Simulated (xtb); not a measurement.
CH3AlF, charge +1, singlet, from a rough starting geometry (GFN-xTB shapes and energies of metal compounds can be far from the true ones).

Here is a job for xtb.
```
$ xtb mol.xyz --gfn 2 --chrg 1 --opt vtight --json

# file mol.xyz
6

Al    -0.02776855    -0.99609694     0.65847475
C     -0.04987205     0.61507187    -0.39864298
H     -0.69596541     1.35987222    -0.02323117
H     -0.26652073     0.38521694    -1.45353209
H      1.03257425     1.07712074    -0.43004272
F     -0.04728786    -2.34513506     1.60114055
```

Task: What is the computed HOMO-LUMO gap (xtb 6.7.1 with GFN2-xTB)?

Result: 3.81 eV

Task: What is the computed total energy at the end of the optimisation (GFN2-xTB)?

Result: -9.0681 Eh
